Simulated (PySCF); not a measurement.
Input file for PySCF: R-HF/STO-3G on CH8GeO (a complex), monomers drawn apart or pushed together.

```python
from pyscf import gto, scf, dft, mp
from pyscf.data.elements import chemcore

mol = gto.M(
    atom='''
    C    -0.44998375    0.17170259    0.48867825
    O     0.79079455    0.28184996    1.17473437
    H    -1.25318139    0.70804204    1.00507366
    H    -0.70256932   -0.88704816    0.46579180
    H    -0.38136734    0.53591060   -0.54148981
    H     1.04205003    1.21009986    1.21463627
    Ge   -0.01024977   -0.15146012    4.72741505
    H    -0.55426470   -1.34579914    3.93472579
    H    -0.60322835    1.15639808    4.17927233
    H     1.52065196   -0.10624057    4.66353916
    H    -0.44426360   -0.29275726    6.20004133
    ''',
    basis='sto-3g',
    charge=0, spin=0, verbose=3, max_memory=1800)
mf = scf.RHF(mol)
mf.conv_tol = 1e-8
mf.max_cycle = 100
mf.kernel()
if not mf.converged:
    mf = mf.newton().run(mf.mo_coeff, mf.mo_occ)
```

It printed:

```
converged SCF energy = -2167.62071126198
```

The run converged.

Cost: very roughly 0.16 core-seconds.
